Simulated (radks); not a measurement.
Question: The calcium ion Ca+ is in [Ar] 4s1. All-electron calculation, Dirac Kohn-Sham, relativistic LDA (MacDonald-Vosko exchange, VWN5 correlation), spin-unpolarised, spherical densities, finite nucleus; Fermi nuclear charge, rms radius of each element as measured or else 0.836 A^(1/3) + 0.57 fm. Program: a radial shooting solver on a logarithmic mesh with Libxc functionals. Sub-shells are occupied by j as written (lower j first in brackets). One electron is removed from 3p3/2, 4s1/2, 3s1/2, 3p1/2 in turn, with full relaxation. Which removal costs least, and what does each cost?

Answer: 4s1/2 11.939 eV; 3p3/2 42.309 eV; 3p1/2 42.734 eV; 3s1/2 61.765 eV. The 4s1/2 electron leaves first.
